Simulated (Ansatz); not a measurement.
Cost and result up the ladder for Ge₆Te₆ (12 atoms). Total charge 0; singlet. Geometry: PBE-D4/def2-SVP.

```xyz
12

Ge    1.0980    1.5888   -0.3636
Ge    0.2606    0.6377    1.7052
Ge   -1.3771   -2.2385    1.6271
Ge   -0.7181   -2.2725   -2.8733
Ge    2.5598    0.0154    2.7137
Ge   -2.1606    1.6334   -1.3596
Te   -0.0108    0.3487   -2.5129
Te   -2.3150    0.3892    1.2084
Te   -0.4099    3.6551   -0.8483
Te    3.5675    1.3615    0.5709
Te    1.3066   -1.7989    0.9575
Te   -1.8011   -3.3200   -0.8252
```

Ansatz on 2 threads of AMD EPYC 7R13 on a shared host and a share (18 GiB) of an NVIDIA H100 80GB HBM3. Times are rough, and most runs start from the orbitals of an earlier one. PBE0-D4/def2-TZVP serves as the yardstick here, not as an exact answer. Differences are given only for rows in sets of like size (and for xTB, whose basis is part of the method), since another set adds its own error. Binding counts from free atoms at the same level (Ge triplet, Te triplet; other spins of the atoms weren't run), without zero-point energy or a counterpoise term.

In the def2 sets Te takes a core potential; there is no spin–orbit coupling. Correlated methods freeze 78 core orbitals; core or outer-core shells of Ge, Te are correlated, in sets that lack core-valence functions. The rows differ in basis, and correlated rows in double-zeta sets carry the largest basis error. Single mean-field runs in def2-TZVP are fitted with def2-universal-jkfit. Another isomer (singlet) lies 0.41 eV lower at PBE0-D4/def2-TZVP; other spin states weren't run for this one.

Correlated methods converge slowly with the basis, most of all in double-zeta sets.

```json
{"level": "PBE-D4/def2-SVP", "functions": "348", "wall time": "4 s"}
{"level": "r2SCAN-D4/def2-TZVP", "functions": "588", "wall time": "4.4 s"}
{"level": "PBE-D4/def2-TZVP (with forces)", "functions": "588", "wall time": "7 s"}
{"level": "PBE0-D4/def2-TZVP", "functions": "588", "wall time": "7.5 s"}
{"level": "PBE0-D4/def2-SVP", "functions": "348", "wall time": "9 s"}
{"level": "MP2/def2-SVP", "functions": "348", "wall time": "9 s"}
{"level": "PBE-QIDH/def2-TZVP", "functions": "588", "wall time": "9 s"}
{"level": "RPA@PBE/def2-SVP", "functions": "348", "wall time": "10 s"}
```

(1) Estimate what each level gives for the binding energy per atom (eV).

Answers

(1) 
```json
{"level": "PBE-D4/def2-SVP", "binding energy per atom (eV)": "3.04", "difference from PBE0-D4/def2-TZVP (eV)": "–"}
{"level": "r2SCAN-D4/def2-TZVP", "binding energy per atom (eV)": "2.85", "difference from PBE0-D4/def2-TZVP (eV)": "-0.03"}
{"level": "PBE-D4/def2-TZVP (with forces)", "binding energy per atom (eV)": "3.05", "difference from PBE0-D4/def2-TZVP (eV)": "0.17"}
{"level": "PBE0-D4/def2-TZVP", "binding energy per atom (eV)": "2.88", "difference from PBE0-D4/def2-TZVP (eV)": "0.00"}
{"level": "PBE0-D4/def2-SVP", "binding energy per atom (eV)": "2.85", "difference from PBE0-D4/def2-TZVP (eV)": "–"}
{"level": "MP2/def2-SVP", "binding energy per atom (eV)": "2.54", "difference from PBE0-D4/def2-TZVP (eV)": "–"}
{"level": "PBE-QIDH/def2-TZVP", "binding energy per atom (eV)": "2.80", "difference from PBE0-D4/def2-TZVP (eV)": "-0.07"}
{"level": "RPA@PBE/def2-SVP", "binding energy per atom (eV)": "2.14", "difference from PBE0-D4/def2-TZVP (eV)": "–"}
```
